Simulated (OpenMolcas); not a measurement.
neutral oxygen: effect of the IPEA shift

- Program: OpenMolcas 26.06
- Basis: ANO-RCC-VTZP [4s3p2d1f]
- Scalar Hamiltonian: DKH2, point nucleus
- Active space: 6 electrons in 4 orbitals (2s 2p)
- State averaging: 2S+1 = 3 even, 3 roots; 2S+1 = 1 even, 6 roots kept (CI in the orbitals of an earlier block); 2S+1 = 3 odd, 3 roots (0 in the spin-orbit step)
- Spin-orbit coupling: state interaction with AMFI integrals over the reference wave functions, term energies averaged over their components

Methods on the same reference wave functions:
A. CASSCF
B. SS-CASPT2, IPEA 0 Eh, imaginary shift 0.1 Eh (closed shells correlated: 1s)
C. SS-CASPT2, IPEA 0.25 Eh, imaginary shift 0.1 Eh (closed shells correlated: 1s)

Energies in cm-1 above 2s2 2p4 3P2, the measured ground level; measured values from NIST Handbook of Basic Atomic Spectroscopic Data.

```csv
Level,A,B,C,Measured
2s2 2p4 3P2,0.0,0.0,0.0,0.0
2s2 2p4 3P1,149,149,149,158
2s2 2p4 3P0,222,222,222,227
2s2 2p4 1D2,17807,16430,16120,15868
2s2 2p4 1S0,32405,33870,33600,33793
```

Deviations, from unrounded energies. A percentage is the sum of absolute deviations over the sum of measured energies, with the sign that they share, or ± where signs differ.

| Against measurement | Levels | A | B | C |
| --- | --- | --- | --- | --- |
| mean absolute deviation (cm-1) | 4 | 840 | 160 | 120 |
| fine structure of the ground term (%) | 2 | -3.6 | -3.5 | -3.5 |
| other terms of the ground configuration (%) | 2 | ±6.7 | +1.3 | ±0.9 |

C lies closest to measurement on these levels and A furthest from it. The largest miss of C in the table is 2s2 2p4 1D2, by +250 cm-1. The ranking rests on the paired levels alone, and a cruder setting can come out closer through cancelling errors.

Between B and C the level of the table that moves most is 2s2 2p4 1D2, by 310 cm-1 (lowest in C, highest in B). Moves below CASPT2's spread within the term are not significant.

The mean deviations of B to C differ by less than CASPT2's widest spread within a term (94 cm-1), so their order carries little weight.

From A to B the spin-free energies of the other terms of 2s2 2p4 shown, above 3P, scale by factors of 0.92 to 1.05.

The lowest spin-free term lies below A's lowest term by 0.164 hartree in B, 0.159 hartree in C.

CASPT2 does not keep the components of a term degenerate, so their means are used; among the terms shown or strongly mixed into the levels shown the widest spread is 94 cm-1 (2s2 2p4 1D, C). Terms from blocks run as CI alone lack orbitals of their own. Without dynamic correlation excited terms often stand tens of per cent too high (terms of higher spin than the ground term too low), and those without a measured partner can miss by more than the paired ones (holds for A). Measured partners are found by configuration, term and J. A level has none where our copy of the source lacks it or the pairing is in doubt (some pairs that miss far off the trend of their configuration count as doubtful), and it then counts in no deviation. Levels of configurations outside the active space are missing.
